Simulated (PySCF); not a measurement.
This script is equivalent to a calculation on P⁺ (phosphorus, charge +1).

```python
from pyscf import gto, scf, dft, mp, cc
import basis_set_exchange as bse
mol = gto.M(atom="P 0 0 0", charge=1, spin=2, symmetry="D2h",
            basis=gto.basis.parse(bse.get_basis("pcseg-2", elements=["P"], fmt="nwchem", header=False)))
mf = dft.UKS(mol, xc="B88,P86")
mf.irrep_nelec = {'Ag': (3, 3), 'B1u': (2, 1), 'B2u': (2, 1), 'B3u': (1, 1)}
mf.kernel()
```

Problem. What total energy does it give?

Solution. -340.914 hartree (calculated).

Problem. Which occupied shell lies highest, and where?

Solution. 3p α, at -15.022 eV.

Problem. What is ⟨S²⟩, and what would a pure spin state give?

Solution. 2.003, against 2.00.
